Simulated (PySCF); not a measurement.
## Dipole response of Zn(2+) (zinc, charge +2)

[Ar] 3d10, closed-shell 1S. Calculation: PySCF 2.14, in aug-cc-pwCVTZ-PP with ECP10MDF (8s8p7d4f3g, 122 functions); a scalar-relativistic core potential. Coupled (time-dependent) response in atomic units; α is the mean over directions.

```
 method  mean α (bohr³)  C₆ (like pair)  S(−4)
wB97X-V           2.567           6.658  3.377
```

S(−4) is the Cauchy moment in α(ω) = α(0) + S(−4) ω² + …

α(iu) at wB97X-V:

```
u (hartree)  α(iu) (bohr³)
          0          2.567
     0.0500          2.559
      0.100          2.534
      0.200          2.444
      0.300          2.317
      0.500          2.032
      0.750          1.721
       1.00          1.483
       1.50          1.147
       2.00         0.9146
       3.00         0.6173
       5.00         0.3351
```

A single London oscillator, α(iu) = α/(1 + u²/ω²), gives C₆ = (3/4) ω α². Matching the computed C₆ needs ω = 4 × 6.658 / (3 × 2.567²) = 1.35 hartree.

For an ion, C₆ is the dispersion term alone; charge-induced terms of lower order in 1/R come first.

Energies and moments cover only the electrons outside the core potential.
